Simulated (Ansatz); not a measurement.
C3H9FGeO, SMILES `CC[O][GeH]([CH3])[F]`, relaxed with RKS PBE0-D4/def2-TZVP in Ansatz from a GFN2-xTB geometry. The force threshold is 0.005 eV/Å; the program also tests the step.

The species carries charge 0 and has multiplicity 1.

Start:

```xyz
15

C     0.418    0.240   -2.501
C     0.969    0.571   -1.123
O     0.277   -0.211   -0.160
Ge    0.067    0.086    1.538
C    -1.372   -1.114    2.125
F    -0.508    1.759    1.641
H    -0.642    0.477   -2.542
H     0.543   -0.820   -2.706
H     0.943    0.816   -3.257
H     2.039    0.338   -1.079
H     0.837    1.638   -0.913
H     1.373    0.230    2.295
H    -1.733   -0.821    3.106
H    -2.188   -1.047    1.410
H    -1.024   -2.141    2.167
```

Question: How much energy does the relaxation release, and in how many steps? (Best estimate.)

Answer: The calculation gave: 0.10 eV, in 17 steps, 1 of them rejected.

Question: Which bonds change most? (Best estimate.)

Answer: Ansatz gave: Ge4–C5 from 1.964 to 1.924 Å; Ge4–F6 from 1.772 to 1.746 Å; O3–Ge4 from 1.737 to 1.761 Å; Ge4–H12 from 1.516 to 1.539 Å.

Question: Give the relaxed structure. (Estimate.)

Answer: Ansatz gave: 
```xyz
15

C     0.592    0.196   -2.547
C     0.751    0.667   -1.123
O    -0.119   -0.081   -0.292
Ge   -0.015    0.070    1.460
C    -1.351   -1.086    2.220
F    -0.434    1.719    1.849
H    -0.439    0.329   -2.879
H     0.847   -0.862   -2.633
H     1.246    0.766   -3.213
H     1.795    0.541   -0.799
H     0.514    1.735   -1.048
H     1.446   -0.077    1.921
H    -1.393   -0.954    3.301
H    -2.321   -0.835    1.790
H    -1.119   -2.127    1.994
```
